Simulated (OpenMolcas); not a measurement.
# Sb: effect of the basis set

- Program: OpenMolcas
- Method: SS-CASPT2, IPEA 0.25 Eh, imaginary shift 0.1 Eh (closed shells correlated: 4d 5s)
- Active space: 3 electrons in 3 orbitals (5p)
- State averaging: 2S+1 = 4 odd, 1 root; 2S+1 = 2 odd, 8 roots
- Spin-orbit coupling: state interaction with AMFI integrals over the reference wave functions, term energies averaged over their components

A. ANO-R1 [6s5p3d1f], X2C, finite nucleus; CASPT2 step about 0.7 core-seconds
B. ANO-RCC-VDZP [6s5p3d1f], DKH2, point nucleus; CASPT2 step roughly 1 core-seconds
C. ANO-R2 [7s6p4d2f1g], X2C, finite nucleus; CASPT2 step roughly 1.4 core-seconds
D. ANO-RCC-VTZP [7s6p4d2f1g], DKH2, point nucleus; CASPT2 step of the order of 1.1 core-seconds
E. ANO-RCC-VQZP [8s7p5d3f2g], DKH2, point nucleus; CASPT2 step of the order of 1.8 core-seconds
F. ANO-R3 [8s7p5d3f2g1h], X2C, finite nucleus; CASPT2 step of the order of 4 core-seconds

Energies in cm-1 above 5s2 5p3 4S* 3/2, the measured ground level; measured values from NIST Handbook of Basic Atomic Spectroscopic Data.

```json
{"Level": "5s2 5p3 4S* 3/2", "A": "0.0", "B": "0.0", "C": "0.0", "D": "0.0", "E": "0.0", "F": "0.0", "Measured": "0.0"}
{"Level": "5s2 5p3 2D* 3/2", "A": "11970", "B": "11480", "C": "10170", "D": "9920", "E": "9260", "F": "9380", "Measured": "8512"}
{"Level": "5s2 5p3 2D* 5/2", "A": "12890", "B": "12480", "C": "11230", "D": "10960", "E": "10310", "F": "10420", "Measured": "9854"}
{"Level": "5s2 5p3 2P* 1/2", "A": "20670", "B": "19910", "C": "18540", "D": "18160", "E": "17380", "F": "17430", "Measured": "16395"}
{"Level": "5s2 5p3 2P* 3/2", "A": "21960", "B": "21320", "C": "20040", "D": "19640", "E": "18900", "F": "18920", "Measured": "18464"}
```

Deviations, from unrounded energies. A percentage is the sum of absolute deviations over the sum of measured energies, with the sign that they share, or ± where signs differ.

```json
{"Against measurement": "mean absolute deviation (cm-1)", "Levels": "4", "A": "3600", "B": "3000", "C": "1700", "D": "1400", "E": "660", "F": "730"}
{"Against measurement": "other terms of the ground configuration (%)", "Levels": "4", "A": "+26.8", "B": "+22.5", "C": "+12.7", "D": "+10.3", "E": "+4.9", "F": "+5.5"}
```

E lies closest to measurement on these levels and A furthest from it. The largest miss of E in the table is 5s2 5p3 2P* 1/2, by +980 cm-1. The ranking rests on the paired levels alone, and a cruder setting can come out closer through cancelling errors.

The two smallest mean deviations differ by little beside CASPT2's spread within terms, so their order carries little weight.

Among A to F the level of the table that moves most is 5s2 5p3 2P* 1/2, by 3300 cm-1 (lowest in E, highest in A). Moves below CASPT2's spread within the term are not significant.

CASPT2 does not keep the components of a term degenerate, so their means are used; among the terms shown or strongly mixed into the levels shown the widest spread is 370 cm-1 (5s2 5p3 2D*, E). With the s shell closed, the reference lacks s² → p² mixing. Some terms miss by over 15 % even with CASPT2, which points to a basis or an active space too small for the shells correlated (holds for A; B; C; D). Computed and measured levels are paired by configuration, term and J; levels that our copy of the source lacks, or whose pairing is in doubt (as where it misses far off the trend of its configuration), stay unpaired and out of the deviations. Only configurations of the active space appear.

* marks odd parity.
